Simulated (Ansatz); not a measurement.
Ideal-gas functions of H$_{4}$NOPSi (`O[SiH]1NP1`) at 500 K and 1 bar, from an Ansatz frequency run at PBE0-D4/def2-TZVP.

Molar mass 93.1 g/mol, point group C1 (symmetry number 1), electronic degeneracy 1, moments of inertia 44.686, 166.21, 179.298 u Å². Harmonic wavenumbers (cm⁻¹, unscaled): 188, 258, 302, 354, 491, 598, 661, 704, 796, 834, 893, 916, 982, 1059, 2261, 2285, 3654, 3908.

Use S(trans) = R[1.5 ln M + 2.5 ln T − 1.1517]; rotational temperatures θ = 24.2544 K / I; S(rot) = R[ln(√π/σ · √(T³/θAθBθC)) + 1.5]; for each mode x = 1.438777 ν̃/T, S = R[x/(eˣ − 1) − ln(1 − e⁻ˣ)] and H = RT x/(eˣ − 1); 1 cm⁻¹ = 0.0119627 kJ/mol; R = 8.31446 J/(mol·K).

**Question.** By hand: the entropy, in J/(mol·K).

**Answer.** Translation 176.1. Rotation: θ = 0.5428, 0.1459, 0.1353 K, giving 113.6. Vibration, mode by mode: 13.52, 10.98, 9.74, 8.51, 6.10, 4.76, 4.12, 3.73, 3.03, 2.78, 2.43, 2.31, 1.99, 1.67, 0.09, 0.09, 0.00, 0.00, in all 75.9. Electronic 0.0. Sum 365.6 J/(mol·K).

**Question.** By hand: H − E and G − E in kJ/mol, counted from the electronic energy.

**Answer.** Zero-point energy ½ × 21144 × 0.0119627 = 126.5; thermal vibration 22.3; translation, rotation and pV give 4 RT = 16.6. H − E = 165.4 kJ/mol, and G − E = 165.4 − 500 × 365.6/1000 = -17.4 kJ/mol.

Vibration gives 21 % of the entropy. The sum counts one conformer and one mirror image; others add a mixing term.
